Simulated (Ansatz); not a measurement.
The cluster MoO₂. Charge 0, multiplicity 1. Geometry r2SCAN-D4/def2-TZVP, basis def2-TZVP, Ansatz.

```xyz
3

Mo   -0.692   -1.390   -0.160
O     0.627    1.258    0.145
O     0.066    0.132    0.015
```

```csv
run,HOMO (eV),LUMO (eV)
A,-5.90,-3.19
B,-4.65,-4.64
C,-4.63,-4.50
D,-4.95,-4.37
E,-5.76,-3.32
```

In the def2 sets Mo takes a core potential; there is no spin–orbit coupling. The structure holds 1 bond(s) between oxygen atoms. No other spin state of charge 0 was run. Another isomer (triplet) lies 7.24 eV lower at PBE0-D4/def2-TZVP; other spin states weren't run for this one.

The runs used BLYP, PBE, PBE0, r2SCAN, r2SCAN0. Estimate which is which.

A r2SCAN0 (25 % exact exchange); B PBE (0 % exact exchange); C BLYP (0 % exact exchange); D r2SCAN (0 % exact exchange); E PBE0 (25 % exact exchange). Exact exchange lowers occupied and raises empty levels; among semilocal functionals meta-GGAs tend to open the gap a little, and such runs are hard to tell apart. The gap grows from 0.01 eV (PBE) to 2.70 eV (r2SCAN0). The restricted singlet is unstable towards broken spin symmetry in Hartree–Fock (as tested in another run); at r2SCAN0-D4/def2-TZVP, PBE-D4/def2-TZVP, BLYP-D4/def2-TZVP, r2SCAN-D4/def2-TZVP and others this wasn't settled.
